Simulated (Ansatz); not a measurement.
MgSi₃, relaxed as a quintet with UKS r2SCAN-D4/def2-TZVP in Ansatz, starting from the r2SCAN-D4/def2-TZVP geometry of the neutral singlet. Force threshold 0.02 eV/Å.

At r2SCAN-D4/def2-TZVP a singlet of charge 0 lies 2.25 eV below the quintet, each at its own geometry. The structure comes from a short search, and lower isomers may exist.

Start:

```xyz
4

Mg    0.113   -0.816    1.933
Si    1.307    0.210   -0.094
Si   -1.317   -0.134   -0.087
Si   -0.102    0.739   -1.752
```

```tsv
step	energy (eV)	largest force component (eV/Å)	SCF passes
1	-29069.8870	0.950	133
2	-29070.3367	0.720	48
3	-29070.5844	0.747	61
4 (rejected)	-29069.8298	5.473	34
5	-29070.6390	0.212	35
6	-29070.6508	0.182	33
7	-29070.6523	0.102	35
8	-29070.6530	0.008	33
```

Force components are those of the run's own axes.

End:

```csv
atom,x (Å),y (Å),z (Å)
Mg1,0.1601,-0.9319,2.2182
Si2,1.0990,0.1470,-0.0098
Si3,-1.0749,-0.0779,-0.1436
Si4,-0.1842,0.8629,-2.0647
```

By distances, no bond broke or formed. The bond that changes most is Si2–Si3, from 2.65 to 2.19 Å (atoms count from 1).

No frequencies were taken in this run, so the end may be a saddle point.

Run time 46 s (4 threads of Arm Neoverse V1 on a shared host).
